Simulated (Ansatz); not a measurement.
Basis-set extrapolation for CH₇AlSi₂ (`[SiH3][Al]1[CH2][SiH2]1`) (PBE0-D4/def2-TZVP geometry, frozen core, Ansatz 0.2.0). Multiplicity 1, RHF reference.

```json
{"": "HF", "def2-TZVPP": "-861.704402", "def2-QZVPP": "-861.730555"}
{"": "MP2 correlation", "def2-TZVPP": "-0.495221", "def2-QZVPP": "-0.529117"}
{"": "CCSD(T) correlation", "def2-TZVPP": "-0.580444", "def2-QZVPP": "not run"}
```

Energies in hartree. Use E(X) = E(∞) + A·exp(−7.88·√X) for Hartree–Fock and E(X) = E(∞) + B·X^(−2.97) for correlation, with X = 3 and 4, and add CCSD(T) minus MP2 of the smaller set to the MP2 limit.

Problem. What is the CCSD(T) energy at the basis-set limit?

Solution. HF limit: -861.730555 + (-0.026153) × 0.13774 = -861.73416. MP2 limit: -0.529117 + (-0.033896) × 0.74074 = -0.55423. Higher-order term: -0.580444 − (-0.495221) = -0.08522. Total: -862.37361 hartree, 2.42 eV below CCSD(T)/def2-TZVPP.
